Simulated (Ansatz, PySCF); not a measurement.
Bi(TeH)3 (BiH₃Te₃), SMILES [TeH][Bi]([TeH])[TeH]. Atoms are numbered in the order given.

```xyz
7

Bi     0.3052    -0.2616     1.0675
Te    -2.2863    -0.1687    -0.2265
H     -2.8387    -1.4988     0.6335
Te     1.2790     2.1023    -0.2975
H      0.6753     3.1197     0.8918
Te     1.4249    -2.0817    -0.8901
H      2.8879    -2.1665    -0.0739
```
Charge 0, spin multiplicity 1.

The structure is a stationary point at B3LYP-D3(BJ)/def2-SVP. The structure was generated by enumeration; whether it is a known compound was not checked. The def2 effective core potentials stand for the cores of Bi, Te; spin–orbit coupling is left out.

Two levels are set side by side: PBE-D3(BJ)/def2-SVP (Ansatz, a quantum-chemistry and plane-wave program) and B3LYP-D3(BJ)/def2-SVP (Ansatz). Each level has its own optimised geometry; the coordinates shown are those of the second. Frequencies come from the Hessian of PySCF at each geometry. Differences are taken from unrounded values.

```tsv
quantity	B3LYP-D3(BJ)	PBE-D3(BJ)	PBE-D3(BJ) minus B3LYP-D3(BJ)
mean bond length (Å)	2.288	2.293	0.005
bond Bi1–Te2 (Å)	2.898	2.897	-0.001
bond Bi1–Te4 (Å)	2.898	2.897	-0.001
bond Bi1–Te6 (Å)	2.898	2.897	-0.001
bond Te2–H3 (Å)	1.677	1.688	0.011
bond Te4–H5 (Å)	1.677	1.688	0.011
bond Te6–H7 (Å)	1.677	1.688	0.011
highest harmonic wavenumber (cm⁻¹)	2076	2028	-48
mean harmonic wavenumber (cm⁻¹)	588	571	-17
zero-point energy (kcal/mol)	12.61	12.25	-0.35
```
